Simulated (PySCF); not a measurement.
Job file and geometry (Å, from GFN2-xTB) of an NMR shielding run on SMILES C1=C(B)C=CC=CB1, C6H8B2, PySCF, GIAO PBE0/pcSseg-1 NMR shielding, non-relativistic, gas phase; density fitting, a coarse starting grid and PySCF grid level 2 are the driver's defaults:

```
$ OMP_NUM_THREADS=1 python probes_run.py task.json out

{"job": {"kind": "nmr", "xc": "PBE0", "basis": "pcSseg-1"}, "charge": 0, "multiplicity": 1}
B      2.707335     0.358762     0.023988
C      1.158186     0.186349     0.021384
C      0.380105     1.321081     0.109317
B     -1.132366     1.511559     0.023351
C     -2.122452     0.354239     0.059274
C     -1.866578    -0.983235     0.014491
C     -0.618746    -1.636284    -0.114186
C      0.651538    -1.138474    -0.141841
H      3.380782    -0.351176    -0.617206
H      3.203566     1.210666     0.651801
H      0.961564     2.228451     0.257449
H     -1.553216     2.610245    -0.004568
H     -3.177474     0.603525     0.137829
H     -2.713588    -1.664540     0.046475
H     -0.693636    -2.715114    -0.211350
H      1.427381    -1.887109    -0.267618
```

Task: Write the output of this run.

Result: 
```
coarse grid: 13648 points
cycle   1  E = -282.6084572402  dE =  1.034e+00  |g| = 3.485e-01  |ddm| = 3.791e+00
cycle   2  E = -282.5901364796  dE =  1.832e-02  |g| = 4.333e-01  |ddm| = 9.530e-01
cycle   3  E = -282.6451969117  dE = -5.506e-02  |g| = 1.192e-01  |ddm| = 5.942e-01
cycle   4  E = -282.6491146913  dE = -3.918e-03  |g| = 3.671e-02  |ddm| = 1.436e-01
cycle   5  E = -282.6494803444  dE = -3.657e-04  |g| = 9.345e-03  |ddm| = 5.045e-02
cycle   6  E = -282.6495040479  dE = -2.370e-05  |g| = 2.939e-03  |ddm| = 1.114e-02
cycle   7  E = -282.6495060581  dE = -2.010e-06  |g| = 8.685e-04  |ddm| = 3.149e-03
final grid: 132640 points
cycle   8  E = -282.6938450777  dE = -3.946e-05  |g| = 7.395e-03  |ddm| = 4.075e-02
cycle   9  E = -282.6938414855  dE =  3.592e-06  |g| = 8.314e-03  |ddm| = 1.685e-02
cycle  10  E = -282.6938604795  dE = -1.899e-05  |g| = 1.200e-03  |ddm| = 9.286e-03
cycle  11  E = -282.6938608601  dE = -3.805e-07  |g| = 4.483e-04  |ddm| = 1.598e-03
cycle  12  E = -282.6938609173  dE = -5.723e-08  |g| = 8.678e-05  |ddm| = 5.033e-04
cycle  13  E = -282.6938609189  dE = -1.615e-09  |g| = 4.829e-05  |ddm| = 1.234e-04
cycle  14  E = -282.6938609195  dE = -6.060e-10  |g| = 8.384e-06  |ddm| = 5.094e-05
converged SCF energy = -282.6938609195

GIAO shielding tensors (ppm)
atom      isotropic    diamagn.    paramagn.     s11        s22        s33       span
  0 B       16.425     193.003    -176.578    -37.529    -25.825    112.630    150.159
  1 C       15.093     255.458    -240.364    -87.423    -41.832    174.535    261.958
  2 C       11.409     254.865    -243.456   -124.228    -14.248    172.704    296.931
  3 B       54.926     192.942    -138.016      9.381     25.922    129.474    120.093
  4 C       23.079     257.131    -234.052   -120.371     12.600    177.008    297.379
  5 C       29.558     254.347    -224.789    -90.324     19.762    159.234    249.558
  6 C       44.927     256.017    -211.090    -66.607     42.797    158.592    225.198
  7 C       36.478     255.486    -219.008    -71.308     25.749    154.993    226.300
  8 H       23.860      29.686      -5.827     17.730     25.747     28.102     10.372
  9 H       23.878      29.673      -5.795     17.907     25.617     28.110     10.203
 10 H       22.396      31.607      -9.210     18.329     20.913     27.947      9.618
 11 H       24.989      30.182      -5.193     22.931     23.927     28.109      5.178
 12 H       22.903      29.475      -6.572     19.357     21.347     28.005      8.647
 13 H       23.222      29.146      -5.924     19.341     22.546     27.778      8.437
 14 H       23.859      30.279      -6.420     19.628     23.732     28.217      8.589
 15 H       23.447      32.108      -8.661     19.307     22.844     28.189      8.882
```

Size and cost of the density-fitted run: 176 basis functions, 51 s wall time on 1 thread of an AMD EPYC 7R43 64-Core, shared host; peak memory 0.79 GiB.
